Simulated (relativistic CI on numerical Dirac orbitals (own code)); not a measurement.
Hf XIII: q coefficients and field-shift factors

Calculated at this level of theory: Dirac-Coulomb-Breit CI, KLI orbitals optimised for each configuration, derivatives by finite differences, unscaled Slater integrals, QED left out (own radial code, finite nucleus).

Configuration list (outside the closed core [Kr] 4d10): 4f¹²5s², 4f¹¹5s²5p, 4f¹²5s5p, 4f¹⁴, 4f¹³5s, 4f¹³5p, 4f¹²5s5f. Double excitations out of closed p, d and f shells are left out; levels of such configurations are missing from the list, as are those of other unlisted configurations, and high levels can miss mixing partners.

With x = (α/α₀)² − 1 an excitation energy changes as ω = ω₀ + qx; K = 2q/ω₀ is the relative enhancement. Terms are leading LS components, so labels can repeat. The field-shift factor is F = δν/δ⟨r²⟩ for the transition from the lowest level.

Lowest level 4f¹¹5s²5p ⁵H7.

```
        Level  ω₀ (cm⁻¹)  q (cm⁻¹)  F (GHz/fm²)
  4f¹²5s² ³H6      818.6    195100        -35.1
4f¹¹5s²5p ³K8     5886.9     -90.3        0.105
  4f¹²5s² ³F4     9555.4    193700        -34.9
  4f¹²5s² ³H5    13447.9    206900        -34.5
4f¹¹5s²5p ⁵H6    14403.2     12170        0.614
4f¹¹5s²5p ⁵K7    16402.7     11000        0.732
  4f¹²5s² ³H4    20175.7    207700        -34.2
4f¹¹5s²5p ³H5    20588.2      9330        0.758
4f¹¹5s²5p ⁵K6    22495.7     12710        0.599
4f¹¹5s²5p ³F4    23285.8      1505        0.219
  4f¹²5s² ³F3    23752.0    206500        -34.2
  4f¹²5s² ³F2    25036.5    202200        -34.3
4f¹¹5s²5p ⁵K5    25187.9      6366        0.624
4f¹¹5s²5p ³G5    30276.0      9070        0.623
4f¹¹5s²5p ³H4    30747.5     29130        0.286
  4f¹²5s² ¹G4    32736.9    201200          -33
4f¹¹5s²5p ⁵P1    33263.7      3438        0.691
4f¹¹5s²5p ³G5    35599.6     12150        0.627
4f¹¹5s²5p ⁵P2    36163.1      2440        0.466
4f¹¹5s²5p ³H6    36641.3     10220        0.955
4f¹¹5s²5p ⁵F3    36993.1     11640         1.04
4f¹¹5s²5p ⁵F2    39531.1     10990         1.02
4f¹¹5s²5p ³D1    40643.7     10340        0.903
```

At this charge transitions that keep the count of f electrons are usually good to a few per cent. Terms inside the open d or f shell come out 10 to 20 % too wide with unscaled integrals. Levels and lines within the n = 5 or 6 shells can be off by up to 10 % or somewhat more, and those that change n by about 2 %, since core polarisation is missing. Levels that differ in their count of f electrons can be misplaced by several ten thousand cm⁻¹, since the correlation energy of f electrons is missing or only estimated; rates across such gaps can be off by orders of magnitude. The computed lowest level isn't the tabulated ground level, which NIST ASD gives as 4f12 5s2 3H6; for such ions that label comes from theory and may be the wrong one.

Which transition from the lowest level has the largest |K|?

4f¹²5s² ³H6 at 818.6 cm⁻¹, K = 477.
